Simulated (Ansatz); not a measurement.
Species: InI, charge 0, singlet. InI (SMILES [In][I]).
B3LYP-D3(BJ)/def2-TZVP minimum from Ansatz (a first-principles code):
```
In
I 1 2.8039
```

Total energies in def2-TZVPP, 10 correlated electrons, 18 frozen orbitals. UHF or UKS for unpaired electrons; spin-orbit terms are left out. Correlated methods leave the cores frozen (noble-gas shells, and filled d and f shells in the p block). Past Kr the def2 sets carry scalar-relativistic core potentials. Spin-orbit terms, left out, reach several kcal/mol for Br and I, and more for heavier atoms.

```json
[
 {"method": "HF", "program": "Ansatz", "energy (Eh)": "-485.96501", "minus CCSDT(Q) (mEh)": "210.22"},
 {"method": "MP2", "program": "Ansatz", "energy (Eh)": "-486.14372", "minus CCSDT(Q) (mEh)": "31.50"},
 {"method": "CCSD", "program": "Ansatz", "energy (Eh)": "-486.16573", "minus CCSDT(Q) (mEh)": "9.50"},
 {"method": "CCSD(T)", "program": "Ansatz", "energy (Eh)": "-486.17410", "minus CCSDT(Q) (mEh)": "1.12"},
 {"method": "CCSDT(Q)", "program": "Ansatz", "energy (Eh)": "-486.17522", "minus CCSDT(Q) (mEh)": "0.00"}
]
```

Rough core times of Ansatz's runs on a shared machine: CCSD(T) under 20 s, CCSDT(Q) 2 min.
